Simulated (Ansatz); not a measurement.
`B[S][ZnH]` + NH₃ → `[NH2][ZnH]` + `BS` at 400 K and 1 bar (ligand exchange at a Zn–S bond).

Isolated molecules relaxed with PBE0-D4/def2-TZVP in Ansatz; ΔE leaves out vibrations. CBS: MP2 limit from def2 TZ/QZ plus the TZ coupled-cluster correction, frozen cores. This one scheme is used for every species. For Zn outer-core shells are correlated without core-valence functions, which leaves a few kJ/mol of doubt a bond. Scalar relativity is left out up to krypton.

| species | CCSD(T)/CBS energy (Eh) | H − E (kJ/mol) | S (J/(mol·K)) |
| --- | --- | --- | --- |
| `B[S][ZnH]` | -2202.78318 | 99.3 | 329.5 |
| NH₃ | -56.50880 | 104.2 | 203.1 |
| `[NH2][ZnH]` | -1834.88092 | 99.5 | 279.2 |
| `BS` | -424.38198 | 95.9 | 260.4 |

H − E and S are ideal-gas, rigid-rotor, harmonic terms from PBE0-D4/def2-TZVP. 1 Eh = 2625.50 kJ/mol, R = 8.31446 J/(mol·K).

**Question.** By hand: ΔE, ΔH, ΔS and ΔG.

**Answer.** ΔE = (-1834.88092) + (-424.38198) − (-2202.78318) − (-56.50880) = 0.02908 Eh = 76.3 kJ/mol. Δ(H − E) = 99.5 + 95.9 − 99.3 − 104.2 = -8.1, so ΔH = 68.2 kJ/mol. ΔS = 279.2 + 260.4 − 329.5 − 203.1 = 7.0 J/(mol·K). ΔG = 68.2 − 400 × (7.0)/1000 = 65.4 kJ/mol.

**Question.** By hand: the equilibrium constant, and the temperature at which ΔG would vanish if ΔH and ΔS stayed fixed.

**Answer.** log₁₀ K = −ΔG/(RT ln 10) = -8.5. ΔG = 0 at ΔH/ΔS = 9743 K, far beyond where these terms or the molecules hold.

The number of gas molecules stays the same, so ΔS is small and ΔH decides. A doubt of 5 kJ/mol in ΔE shifts log₁₀ K by 0.7 here. These are equilibria of isolated gas molecules and say nothing of rates. Largest T1 diagnostic: 0.017 (customary marks: 0.02 for closed shells, 0.045 for open ones).
